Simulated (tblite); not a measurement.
Record of a relaxation.

Compound: C6H7ClF (doublet state).
Numbering: `[CH2:1]=[C:2]([CH3:3])/[C:4]([F:5])=[CH:6]/[CH:7][Cl:8]` (hydrogens: H9, H10 on C1; H11, H12, H13 on C3; H14 on C6; H15 on C7)
Bond orders are those of one Lewis drawing.

Computed with GFN2-xTB (tblite), gas phase: L-BFGS steps from a force-field or distance-geometry start until the largest atomic force falls under 0.01 eV/Å. 8 of its 88 geometries are shown.

Step 0: E = -695.4056 eV, largest atomic force 2.218 eV/Å
```
atom  x, y, z in Å  |  force x, y, z in eV/Å
C1     -1.088    1.020    1.689   -0.198  -0.166  -0.349
C2     -0.697    0.372    0.579    0.445   1.014   1.703
C3     -1.766   -0.218   -0.238   -1.738  -0.081  -0.535
C4      0.717    0.274    0.273   -0.180  -0.009   0.092
F5      1.639    0.831    1.112   -0.809  -0.151  -0.235
C6      1.142   -0.374   -0.799    1.961  -0.387  -0.461
C7      2.590   -0.496   -1.150   -1.323  -0.467  -1.718
Cl8     3.094   -2.173   -1.429   -0.189   1.179   0.212
H9     -2.165    1.041    1.836    0.454   0.342   0.559
H10    -0.394    1.484    2.371   -0.268  -0.049  -0.004
H11    -2.071   -1.221    0.115    0.453   0.291  -0.210
H12    -2.700    0.414   -0.077    1.085  -0.710  -0.542
H13    -1.532   -0.270   -1.306   -0.192   0.050   0.283
H14     0.433   -0.833   -1.468    0.013  -0.237   0.044
H15     2.794    0.158   -2.046    0.487  -0.620   1.160
```

Step 12: E = -696.3243 eV, largest atomic force 1.128 eV/Å
```
atom  x, y, z in Å  |  force x, y, z in eV/Å
C1     -1.074    1.055    1.761    0.248  -0.050  -0.499
C2     -0.760    0.437    0.598    0.266  -0.073  -0.211
C3     -1.831   -0.204   -0.285    0.756   0.088   0.412
C4      0.618    0.322    0.134   -0.256   0.064  -0.013
F5      1.575    0.901    0.923   -0.477   0.108  -0.427
C6      1.086   -0.429   -0.951   -0.418  -0.525   0.907
C7      2.415   -0.534   -1.343   -0.263   0.017  -0.047
Cl8     3.062   -2.083   -1.648   -0.067  -0.086  -0.458
H9     -2.104    1.190    2.052    0.186  -0.098   0.061
H10    -0.302    1.478    2.388   -0.198  -0.049  -0.063
H11    -1.968   -1.240    0.039    0.042   0.058  -0.065
H12    -2.803    0.293   -0.161    0.553  -0.026  -0.364
H13    -1.417   -0.217   -1.302   -0.845   0.201   0.218
H14     0.349   -1.216   -1.240    0.937   0.460  -0.012
H15     3.149    0.254   -1.504   -0.465  -0.091   0.561
```

Step 25: E = -696.9552 eV, largest atomic force 0.214 eV/Å
```
atom  x, y, z in Å  |  force x, y, z in eV/Å
C1     -1.030    1.080    1.709   -0.029   0.069  -0.004
C2     -0.745    0.453    0.550   -0.028  -0.024   0.044
C3     -1.804   -0.192   -0.294   -0.013  -0.128   0.054
C4      0.596    0.325    0.110    0.033   0.049  -0.145
F5      1.495    1.182    0.654    0.069  -0.034   0.033
C6      1.086   -0.616   -0.794    0.065  -0.036   0.032
C7      2.385   -0.636   -1.192    0.123   0.024  -0.076
Cl8     3.021   -1.908   -2.133   -0.003   0.111  -0.014
H9     -2.031    1.161    2.082   -0.146   0.040  -0.027
H10    -0.251    1.499    2.318    0.050   0.047   0.030
H11    -1.902   -1.234   -0.009   -0.102  -0.178   0.060
H12    -2.759    0.298   -0.129   -0.032   0.007  -0.040
H13    -1.552   -0.169   -1.351   -0.047   0.173   0.039
H14     0.415   -1.393   -1.128    0.007   0.050   0.018
H15     3.071    0.158   -0.933    0.053  -0.170  -0.005
```

Step 37: E = -696.9915 eV, largest atomic force 0.122 eV/Å
```
atom  x, y, z in Å  |  force x, y, z in eV/Å
C1     -1.045    1.113    1.688   -0.015   0.016  -0.027
C2     -0.738    0.418    0.571   -0.021   0.017  -0.031
C3     -1.820   -0.225   -0.253   -0.027  -0.005  -0.016
C4      0.609    0.302    0.122    0.007   0.039   0.027
F5      1.493    1.165    0.686    0.040  -0.077   0.010
C6      1.124   -0.611   -0.800   -0.033   0.020   0.044
C7      2.426   -0.641   -1.198   -0.013  -0.102  -0.008
Cl8     3.009   -1.863   -2.239   -0.023   0.089   0.018
H9     -2.065    1.211    2.013    0.000   0.017   0.006
H10    -0.291    1.575    2.302    0.006  -0.019  -0.052
H11    -1.940   -1.281   -0.019    0.105  -0.038   0.048
H12    -2.770    0.264   -0.055   -0.021   0.015   0.043
H13    -1.605   -0.131   -1.313    0.023  -0.005  -0.044
H14     0.443   -1.358   -1.175   -0.008   0.025  -0.037
H15     3.167    0.070   -0.871   -0.020   0.008   0.018
```

Step 50: E = -697.0299 eV, largest atomic force 0.227 eV/Å
```
atom  x, y, z in Å  |  force x, y, z in eV/Å
C1     -1.066    1.229    1.608   -0.002  -0.024  -0.011
C2     -0.738    0.446    0.556    0.030  -0.062  -0.006
C3     -1.810   -0.277   -0.213    0.050  -0.057   0.021
C4      0.619    0.247    0.178    0.011   0.002  -0.028
F5      1.547    0.951    0.875   -0.021   0.042   0.013
C6      1.117   -0.587   -0.827   -0.069  -0.041   0.002
C7      2.432   -0.677   -1.169   -0.178   0.108   0.091
Cl8     2.970   -1.708   -2.406    0.037  -0.096  -0.080
H9     -2.095    1.358    1.893    0.025   0.051   0.018
H10    -0.321    1.727    2.203   -0.007   0.010  -0.036
H11    -1.758   -1.341    0.007    0.012  -0.083  -0.052
H12    -2.792    0.074    0.090    0.018   0.056   0.003
H13    -1.709   -0.142   -1.288    0.047   0.045   0.053
H14     0.403   -1.205   -1.345   -0.051   0.000  -0.058
H15     3.197   -0.086   -0.701    0.097   0.048   0.070
```

Step 62: E = -697.0407 eV, largest atomic force 0.018 eV/Å
```
atom  x, y, z in Å  |  force x, y, z in eV/Å
C1     -1.066    1.260    1.586    0.001   0.000   0.006
C2     -0.737    0.426    0.574   -0.003   0.003  -0.011
C3     -1.797   -0.313   -0.192   -0.012   0.003   0.005
C4      0.617    0.223    0.199    0.001   0.000  -0.003
F5      1.549    0.902    0.914    0.000   0.004  -0.006
C6      1.099   -0.580   -0.838    0.007   0.008   0.003
C7      2.417   -0.679   -1.158    0.013   0.005   0.004
Cl8     2.960   -1.656   -2.444   -0.003  -0.007   0.009
H9     -2.092    1.425    1.860    0.005  -0.007   0.012
H10    -0.317    1.788    2.148    0.002   0.004  -0.006
H11    -1.710   -1.386   -0.025    0.010   0.002  -0.015
H12    -2.781    0.007    0.136   -0.011  -0.009   0.007
H13    -1.710   -0.123   -1.260   -0.005   0.007  -0.003
H14     0.374   -1.138   -1.409    0.002  -0.004  -0.003
H15     3.191   -0.147   -0.631   -0.006  -0.009   0.000
```

Step 75: E = -697.0425 eV, largest atomic force 0.035 eV/Å
```
atom  x, y, z in Å  |  force x, y, z in eV/Å
C1     -1.063    1.264    1.584   -0.004  -0.012  -0.016
C2     -0.743    0.432    0.568    0.002  -0.006   0.005
C3     -1.801   -0.315   -0.193    0.013   0.001  -0.004
C4      0.611    0.235    0.186   -0.002   0.003  -0.002
F5      1.541    0.911    0.907    0.030   0.018   0.001
C6      1.098   -0.571   -0.845    0.004  -0.015  -0.008
C7      2.419   -0.689   -1.144   -0.001   0.010  -0.021
Cl8     2.963   -1.678   -2.421    0.009  -0.004   0.008
H9     -2.084    1.413    1.884    0.000   0.012  -0.003
H10    -0.306    1.805    2.124   -0.023  -0.011   0.012
H11    -1.675   -1.389   -0.072    0.014  -0.012  -0.001
H12    -2.786   -0.042    0.174   -0.016   0.015   0.009
H13    -1.750   -0.080   -1.254   -0.013   0.008   0.007
H14     0.378   -1.123   -1.427   -0.013   0.001   0.005
H15     3.194   -0.165   -0.609    0.000  -0.009   0.007
```

Step 87: E = -697.0435 eV, largest atomic force 0.010 eV/Å
```
atom  x, y, z in Å  |  force x, y, z in eV/Å
C1     -1.064    1.262    1.584   -0.003   0.001   0.000
C2     -0.740    0.436    0.564    0.004  -0.005   0.004
C3     -1.801   -0.313   -0.192   -0.001   0.003   0.001
C4      0.613    0.244    0.177    0.004   0.002  -0.001
F5      1.544    0.929    0.888   -0.003   0.001   0.001
C6      1.097   -0.569   -0.850    0.001  -0.003   0.005
C7      2.420   -0.695   -1.142    0.000  -0.002   0.000
Cl8     2.972   -1.697   -2.404   -0.002  -0.003  -0.003
H9     -2.086    1.406    1.882   -0.002   0.004   0.000
H10    -0.312    1.802    2.131   -0.002  -0.004  -0.002
H11    -1.652   -1.387   -0.104    0.002   0.004   0.002
H12    -2.781   -0.066    0.205   -0.003  -0.007   0.002
H13    -1.782   -0.049   -1.248    0.006   0.005  -0.006
H14     0.375   -1.119   -1.431    0.000   0.001   0.000
H15     3.193   -0.177   -0.599   -0.001   0.004  -0.003
```

**Question.** Summarise the path.

**Answer.** The energy falls by 1.6379 eV from step 0 to step 87; nine tenths of that is first reached at step 21. It rises by more than 0.2 meV at step 14. The largest force goes from 2.218 to 0.010 eV/Å. Among the bonds C6–C7 changes most, from 1.495 to 1.360 Å; the atoms move by 0.572 Å rms after alignment.

**Question.** Follow the three bonds and two angles with the largest change from start to end.

**Answer.** 
| step | E above end (eV) | largest force (eV/Å) | C6–C7 (Å) | C4=C6 (Å) | C7–Cl8 (Å) | C6–C7–H15 (°) | C6–C7–Cl8 (°) |
| --- | --- | --- | --- | --- | --- | --- | --- |
| 0 | 1.6379 | 2.218 | 1.495 | 1.324 | 1.773 | 108.3 | 112.9 |
| 4 | 1.2216 | 0.783 | 1.433 | 1.336 | 1.675 | 116.7 | 116.8 |
| 8 | 1.0559 | 0.508 | 1.437 | 1.357 | 1.726 | 126.9 | 117.5 |
| 11 | 0.8586 | 1.221 | 1.409 | 1.389 | 1.727 | 129.5 | 118.5 |
| 15 | 0.4915 | 0.771 | 1.369 | 1.387 | 1.685 | 127.4 | 119.4 |
| 19 | 0.2137 | 0.567 | 1.357 | 1.397 | 1.725 | 122.6 | 118.1 |
| 23 | 0.1057 | 0.298 | 1.358 | 1.392 | 1.696 | 120.6 | 121.0 |
| 26 | 0.0825 | 0.224 | 1.360 | 1.395 | 1.704 | 122.4 | 122.2 |
| 30 | 0.0694 | 0.102 | 1.361 | 1.394 | 1.700 | 122.3 | 122.8 |
| 34 | 0.0593 | 0.127 | 1.361 | 1.397 | 1.702 | 122.7 | 122.8 |
| 38 | 0.0503 | 0.112 | 1.362 | 1.395 | 1.707 | 123.5 | 121.1 |
| 42 | 0.0411 | 0.173 | 1.362 | 1.395 | 1.701 | 123.7 | 121.0 |
| 45 | 0.0310 | 0.175 | 1.360 | 1.397 | 1.707 | 125.3 | 120.5 |
| 49 | 0.0150 | 0.114 | 1.361 | 1.398 | 1.705 | 123.2 | 121.3 |
| 53 | 0.0089 | 0.102 | 1.360 | 1.398 | 1.709 | 123.8 | 121.7 |
| 57 | 0.0038 | 0.050 | 1.360 | 1.396 | 1.703 | 122.8 | 121.9 |
| 61 | 0.0029 | 0.017 | 1.360 | 1.397 | 1.703 | 123.0 | 121.9 |
| 64 | 0.0027 | 0.021 | 1.360 | 1.397 | 1.703 | 123.0 | 121.9 |
| 68 | 0.0022 | 0.027 | 1.360 | 1.397 | 1.703 | 123.2 | 121.7 |
| 72 | 0.0014 | 0.030 | 1.360 | 1.397 | 1.703 | 123.3 | 121.6 |
| 76 | 0.0008 | 0.031 | 1.360 | 1.396 | 1.704 | 123.1 | 121.8 |
| 79 | 0.0004 | 0.025 | 1.360 | 1.397 | 1.704 | 123.0 | 121.9 |
| 83 | 0.0002 | 0.015 | 1.360 | 1.396 | 1.703 | 122.9 | 121.9 |
| 87 | 0.0000 | 0.010 | 1.360 | 1.397 | 1.703 | 123.0 | 121.9 |

What follows is the cost of the whole relaxation. The run took 0.47 s wall on an Arm Neoverse V2 with one thread (shared host).
